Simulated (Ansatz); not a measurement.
This geometry of AsH₃O₂ (6 atoms, charge 0, multiplicity 1) is a first-order saddle point.

Method: RKS PBE0/def2-mTZVP (Ansatz).

```xyz
6
Properties=species:S:1:pos:R:3
O -1.073 0.039 -1.081
As 0.599 0.393 -0.526
O 0.513 -0.383 1.098
H -1.370 -0.784 -0.674
H 0.232 1.785 0.009
H 1.141 -1.114 1.127
```

(1) Which two structures does it join? (They come from a converged band through this point; their orientation in space is the band's.)

(2) How far does it lie above each of them?

Answers

(1) No bond is made or broken. The dihedral H4–O1–As2–O3 goes from -106 to 51°.

First end point:

```xyz
6
Properties=species:S:1:pos:R:3
O -1.355 -0.043 -0.479
As 0.414 0.251 -0.585
O 0.933 -0.139 1.090
H -1.570 -0.867 -0.931
H 0.237 1.725 -0.237
H 1.384 -0.991 1.095
```

Last end point:

```xyz
6
Properties=species:S:1:pos:R:3
O -0.757 -0.315 -1.272
As 0.707 0.320 -0.466
O 0.522 -0.378 1.184
H -1.548 -0.135 -0.750
H 0.100 1.647 0.018
H 1.019 -1.202 1.240
```

(2) 2.5 kcal/mol above the first and 3.4 kcal/mol above the second. This is the barrier of this one path; another mechanism may lie lower.

The run took 2.6 min on 1 thread of Intel(R) Xeon(R) Processor, with other jobs on the host, peak memory 0.2 GiB.
